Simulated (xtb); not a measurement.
C2H5N, charge -1, doublet, geometry from GFN2-xTB (a state made from the parent by changing its charge; the spin is typed, not shown lowest); xtb with GFN2-xTB.

Here is a job for xtb.
```
$ xtb mol.xyz --gfn 2 --chrg -1 --uhf 1 --ohess --json

# file mol.xyz
8

C      1.06928149    -0.35955971     0.02087445
N     -0.05456767     0.36781163     0.45848150
C     -1.15607006     0.24273579    -0.36293770
H      1.58101274     0.06926463    -0.88808148
H      1.83344785    -0.37771953     0.81756318
H      0.86242092    -1.43185037    -0.25794743
H     -1.28456639    -0.70105407    -0.94261144
H     -2.08960997     0.56762135     0.11408616
```

The log (banner, timings and long lists left out):

```
   ID    Z sym.   atoms
    1    6 C      1, 3
    2    7 N      2
    3    1 H      4-8

           -------------------------------------------------
          |                Calculation Setup                |
           -------------------------------------------------

           -------------------------------------------------
          |                 G F N 2 - x T B                 |
           -------------------------------------------------

          ...................................................
          :                      SETUP                      :
          :.................................................:
          :  # basis functions                  17          :
          :  # atomic orbitals                  17          :
          :  # shells                           11          :
          :  # electrons                        19          :
          :  max. iterations                   250          :
          :  Hamiltonian                  GFN2-xTB          :
          :  restarted?                      false          :
          :  GBSA solvation                  false          :
          :  PC potential                    false          :
          :  electronic temp.          300.0000000     K    :
          :  accuracy                    1.0000000          :
          :  -> integral cutoff          0.2500000E+02      :
          :  -> integral neglect         0.1000000E-07      :
          :  -> SCF convergence          0.1000000E-05 Eh   :
          :  -> wf. convergence          0.1000000E-03 e    :
          :  Broyden damping             0.4000000          :
          :  net charge                         -1          :
          :  unpaired electrons                  1          :
          ...................................................

 iter      E             dE          RMSdq      gap      omega  full diag
   1     -9.8785758 -0.987858E+01  0.332E+00    9.12       0.0  T
   2     -9.9156954 -0.371196E-01  0.150E+00    8.19       1.0  T
   3     -9.9166464 -0.950981E-03  0.756E-01    8.40       1.0  T
   4     -9.9166468 -0.495651E-06  0.286E-01    8.26       1.0  T
   5     -9.9168738 -0.226997E-03  0.653E-02    8.28       1.0  T
   6     -9.9168803 -0.645193E-05  0.255E-02    8.26       1.4  T
   7     -9.9168806 -0.323489E-06  0.445E-03    8.27       7.9  T
   8     -9.9168807 -0.488145E-07  0.239E-03    8.27      14.8  T
   9     -9.9168807 -0.236182E-07  0.137E-04    8.27     258.9  T
  10     -9.9168807 -0.129816E-10  0.577E-05    8.27     612.7  T

   *** convergence criteria satisfied after 10 iterations ***

         :::::::::::::::::::::::::::::::::::::::::::::::::::::
         ::                     SUMMARY                     ::
         :::::::::::::::::::::::::::::::::::::::::::::::::::::
         :: total energy              -9.812038145152 Eh    ::
         :: gradient norm              0.000024669429 Eh/a0 ::
         :: HOMO-LUMO gap              8.268588594657 eV    ::
         ::.................................................::
         :: SCC energy                -9.916880475491 Eh    ::
         :: -> isotropic ES            0.152225049195 Eh    ::
         :: -> anisotropic ES          0.008456700494 Eh    ::
         :: -> anisotropic XC          0.008716603932 Eh    ::
         :: -> dispersion             -0.004022655609 Eh    ::
         :: repulsion energy           0.104842330339 Eh    ::
         :: add. restraining           0.000000000000 Eh    ::
         :: total charge              -1.000000000000 e     ::
         :::::::::::::::::::::::::::::::::::::::::::::::::::::

      -----------------------------------------------------------
     |                   =====================                   |
     |                        A N C O P T                        |
     |                   =====================                   |
     |               Approximate Normal Coordinate               |
     |                Rational Function Optimizer                |
      -----------------------------------------------------------
      -----------------------------------------------------------
     |                   =====================                   |
     |                        A N C O P T                        |
     |                   =====================                   |
     |               Approximate Normal Coordinate               |
     |                Rational Function Optimizer                |
      -----------------------------------------------------------

          ...................................................
          :                      SETUP                      :
          :.................................................:
          :   optimization level            normal          :
          :   max. optcycles                   200          :
          :   ANC micro-cycles                  20          :
          :   degrees of freedom                18          :
          :.................................................:
          :   RF solver                   davidson          :
          :   write xtbopt.log                true          :
          :   linear?                        false          :
          :   energy convergence         0.5000000E-05 Eh   :
          :   grad. convergence          0.1000000E-02 Eh/α :
          :   maxmium RF displ.          1.0000000          :
          :   Hlow (freq-cutoff)         0.1000000E-01      :
          :   Hmax (freq-cutoff)         5.0000000          :
          :   S6 in model hess.         20.0000000          :
          ...................................................

generating ANC from exact Hessian ...
Using Lindh-Hessian (1995)
 Shifting diagonal of input Hessian by    3.3802922410487877E-003
 Lowest  eigenvalues of input Hessian
    0.000000    0.000000    0.000000    0.000000    0.000000    0.000000
    0.010000    0.019200    0.027422    0.073185    0.082467    0.088509
[...]
 * total energy  :    -9.8120381 Eh     change       -0.1343459E-10 Eh
   *** GEOMETRY OPTIMIZATION CONVERGED AFTER 1 ITERATIONS ***
         :: total energy              -9.812038145165 Eh    ::
[...]
                             4 H    0.948
     2   7 N    2.663 --     3 C    1.475     1 C    1.093
     3   6 C    3.434 --     2 N    1.475     8 H    0.966     7 H    0.944
     4   1 H    0.993 --     1 C    0.948
     5   1 H    0.997 --     1 C    0.976
     6   1 H    0.994 --     1 C    0.948
     7   1 H    0.977 --     3 C    0.944
     8   1 H    0.986 --     3 C    0.966
 ---------------------------------------------------------------------------

Topologies differ in total number of bonds
Writing topology from bond orders to xtbtopo.mol

molecular dipole:
                 x           y           z       tot (Debye)
 q only:        0.706      -0.118      -0.024
   full:        0.734      -0.625      -0.237       2.523
molecular quadrupole (traceless):
                xx          xy          yy          xz          yz          zz
 q only:       -3.297       0.785       1.674      -0.773      -1.004       1.623
  q+dip:       -1.924       1.326       1.198      -1.134      -0.836       0.726
   full:       -1.660       1.153       1.086      -1.132      -0.893       0.574

           -------------------------------------------------
          |               Frequency Printout                |
           -------------------------------------------------
 projected vibrational frequencies (cm⁻¹)
eigval :       -0.00    -0.00    -0.00    -0.00     0.00     0.00
eigval :      139.48   344.95   427.61   758.07   968.39  1059.44
eigval :     1065.59  1198.71  1350.73  1416.89  1470.17  1485.07
eigval :     1518.29  2375.47  2497.85  2586.97  2798.01  2817.87
 reduced masses (amu)
   1:  9.13   2:  9.50   3: 10.96   4:  9.80   5:  9.34   6: 10.04   7:  2.85   8:  3.05
Molecule has no symmetry elements
It seems to be the C1 point group
   9:  7.89  10:  3.81  11: 10.50  12:  3.69  13:  3.51  14:  6.61  15: 10.57  16:  2.43
  17:  3.54  18:  2.24  19:  1.65  20:  1.75  21:  1.48  22:  1.66  23:  1.58  24:  1.63
 IR intensities (km·mol⁻¹)
   1:  9.57   2:  7.70   3: 21.37   4:  8.71   5: 12.27   6: 21.22   7:  2.55   8:  4.02
   9:  4.70  10: 28.86  11: 77.33  12:  6.12  13: 13.15  14: 59.88  15: 49.71  16:153.74
  17: 48.32  18: 43.27  19:  7.88  20:398.17  21:244.39  22:676.17  23:464.65  24:188.97
 Raman intensities (Ä⁴*amu⁻¹)
   1:  0.00   2:  0.00   3:  0.00   4:  0.00   5:  0.00   6:  0.00   7:  0.00   8:  0.00
   9:  0.00  10:  0.00  11:  0.00  12:  0.00  13:  0.00  14:  0.00  15:  0.00  16:  0.00
  17:  0.00  18:  0.00  19:  0.00  20:  0.00  21:  0.00  22:  0.00  23:  0.00  24:  0.00
 output can be read by thermo (or use thermo option).
 writing <g98.out> molden fake output.
 recommended (thermochemical) frequency scaling factor: 1.0
           -------------------------------------------------
          |             Thermodynamic Functions             |
           -------------------------------------------------

c1  symmetry found (for desy threshold:  0.10E+00) used in thermo

          ...................................................
          :                      SETUP                      :
          :.................................................:
          :  # frequencies                          18      :
          :  # imaginary freq.                       0      :
          :  linear?                             false      :
          :  only rotor calc.                    false      :
          :  symmetry                               c1      :
          :  rotational number                       1      :
          :  scaling factor                  1.0000000      :
          :  rotor cutoff                   50.0000000 cm⁻¹ :
          :  imag. cutoff                  -20.0000000 cm⁻¹ :
          :.................................................:

    mode    ω/cm⁻¹     T·S(HO)/kcal·mol⁻¹    T·S(FR)/kcal·mol⁻¹   T·S(vib)
   ------------------------------------------------------------------------
       1    139.48    -0.83810 ( 98.38%)    -0.75169 (  1.62%)    -0.83669
   ------------------------------------------------------------------------

   temp. (K)  partition function   enthalpy   heat capacity  entropy
                                   cal/mol     cal/K/mol   cal/K/mol   J/K/mol
 298.15  VIB   3.05                  973.566      7.327      5.476
         ROT  0.127E+05              888.752      2.981     21.761
         INT  0.388E+05             1862.319     10.308     27.237
         TR   0.273E+27             1481.254      4.968     37.190
         TOT                        3343.5725    15.2757    64.4273   269.5640

       T/K    H(0)-H(T)+PV         H(T)/Eh          T*S/Eh         G(T)/Eh
   ------------------------------------------------------------------------
    298.15    0.532832E-02    0.651976E-01    0.306115E-01    0.345861E-01
   ------------------------------------------------------------------------

         :::::::::::::::::::::::::::::::::::::::::::::::::::::
         ::                  THERMODYNAMIC                  ::
         :::::::::::::::::::::::::::::::::::::::::::::::::::::
         :: total free energy          -9.777452061336 Eh   ::
         ::.................................................::
         :: total energy               -9.812038145165 Eh   ::
         :: zero point energy           0.059869267819 Eh   ::
         :: G(RRHO) w/o ZPVE           -0.025283183989 Eh   ::
         :: G(RRHO) contrib.            0.034586083830 Eh   ::
         :::::::::::::::::::::::::::::::::::::::::::::::::::::

optimized geometry written to: xtbopt.xyz

           -------------------------------------------------
          | TOTAL ENERGY               -9.812038145165 Eh   |
          | TOTAL ENTHALPY             -9.746840555389 Eh   |
          | TOTAL FREE ENERGY          -9.777452061336 Eh   |
          | GRADIENT NORM               0.000024795859 Eh/α |
          | HOMO-LUMO GAP               8.268572022978 eV   |
           -------------------------------------------------

normal termination of xtb
```
